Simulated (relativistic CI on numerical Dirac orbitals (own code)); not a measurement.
Level scheme of Al⁶⁺

Calculated at this level of theory: Dirac-Coulomb-Breit CI, orbitals from a KLI potential per configuration, model QED, unscaled Slater integrals (own radial code, finite nucleus).

CI space (outside the closed core 1s2): 2s2.2p3, 2s.2p4, 2p5, 2s2.2p2.3s, 2s2.2p2.3p, 2p4.3s, 2s2.2p2.3d, 2p4.3p, 2p4.3d, 2s.2p3.3s, 2s.2p3.3p, 2s2.2p2.4s, 2s2.2p2.4p, 2s.2p3.3d, 2s2.2p2.4d, 2s2.2p2.4f. Levels of other configurations are missing.

```csv
No.,Configuration,Term,J,E (cm⁻¹),%,Next component (%)
41,2p2(1D).3p,2D°,3/2,1289013,95,2 2s.2p3.3s 2D°
42,2p2(1D).3p,2P°,1/2,1299215,98,1 2p4.3p 2P°
43,2p2(1D).3p,2P°,3/2,1300922,96,1 2p4.3p 2P°
44,2p2(3P).3d,4F,3/2,1306771,97,1 2p4.3d 4F
45,2p2(3P).3d,4F,5/2,1307546,96,2 4D
46,2p2(3P).3d,4F,7/2,1308686,96,2 4D
47,2p2(3P).3d,4F,9/2,1310211,98,1 2p4.3d 4F
48,2p2(3P).3d,4D,3/2,1315107,53,43 2P
49,2s.2p3(4S°)<5S°>.3s,4S°,3/2,1315295,83,16 2s2.2p2.3p 4S°
50,2p2(3P).3d,4D,1/2,1315314,85,12 2P
51,2p2(3P).3d,4D,5/2,1316170,93,2 4P
52,2p2(3P).3d,2P,3/2,1316868,54,43 4D
53,2p2(3P).3d,4D,7/2,1316890,94,2 4F
54,2p2(3P).3d,2P,1/2,1318826,85,12 4D
55,2p2(3P).3d,2F,5/2,1324543,97,1 2p4.3d 2F
56,2p2(1S).3p,2P°,3/2,1324648,94,5 2p4.3p 2P°
57,2p2(1S).3p,2P°,1/2,1324857,94,5 2p4.3p 2P°
58,2p2(3P).3d,4P,5/2,1325529,95,2 4D
59,2p2(3P).3d,4P,3/2,1326590,96,1 2p4.3d 4P
60,2p2(3P).3d,4P,1/2,1327147,97,1 2p4.3d 4P
61,2p2(3P).3d,2F,7/2,1327495,96,2 4D
62,2s.2p3(4S°)<5S°>.3p,6P,3/2,1343481,100,
63,2s.2p3(4S°)<5S°>.3p,6P,5/2,1343740,100,
64,2s.2p3(4S°)<5S°>.3p,6P,7/2,1344152,100,
65,2p2(3P).3d,2D,3/2,1346335,97,2 2p4.3d 2D
66,2p2(3P).3d,2D,5/2,1347218,97,1 2p4.3d 2D
67,2p2(1D).3d,2G,7/2,1365230,96,2 2F
68,2p2(1D).3d,2G,9/2,1365380,98,1 2p4.3d 2G
69,2p2(1D).3d,2F,7/2,1371020,96,2 2G
70,2p2(1D).3d,2F,5/2,1371259,78,20 2D
```

Energies count from the lowest computed level; ° marks odd parity. Percentages are summed over parent terms; the parents shown are those of the largest component, closed shells are left out there, and <> holds an intermediate term.

The mean weight of the leading LS term, summed over parents, in these 30 levels is 92 %, and that of the leading jj configuration (from the same eigenvectors) 52 %, so LS coupling describes them better.

At this charge configurations can still be misplaced by up to about 7 % of their energy. 29 of the 34 excited levels that our extract of the measured tables holds in this range could be paired (the sources list more); they are missed by 5958 cm⁻¹ on average and 22794 at most, and levels without a partner can miss by more.
